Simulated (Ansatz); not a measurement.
Consider the substitution at a C–O bond: `O[SiH2]OC(O)F` + `C[SeH]` → `C[Se]C(O)F` + `O[SiH2]O`.

Calculated with Ansatz (gas phase, PBE0-D4/def2-TZVP geometries, no zero-point term in ΔE). CBS: MP2 limit from def2 TZ/QZ plus the TZ coupled-cluster correction, frozen cores. Functionals use def2-TZVPP. For Se outer-core shells are correlated without core-valence functions, which leaves a few kJ/mol of doubt a bond. Scalar relativity is left out up to krypton. One conformer a species, not always the lowest.

CCSD(T)/CBS gives +4.5 kcal/mol.

(1) Another level gave +4.1 kcal/mol. Which?
A. ωB97X-V/def2-TZVPP
B. MP2/def2-TZVPP
C. HF/def2-TZVPP
D. B2PLYP/def2-TZVPP

Largest T1 diagnostic among the species: 0.012.

Results:

(1) B. MP2/def2-TZVPP 4.1, HF/def2-TZVPP 10.9, B2PLYP 5.5, ωB97X-V 6.8 kcal/mol.

From PBE to PBE0 (25 % exact exchange), in def2-TZVPP and without D4, ΔE moves by +1.6 kcal/mol. In def2-TZVPP, CCSD(T) changes the Hartree–Fock value by −5.1 kcal/mol (the triples alone add −0.6 kcal/mol) and MP2 by −6.8 kcal/mol.
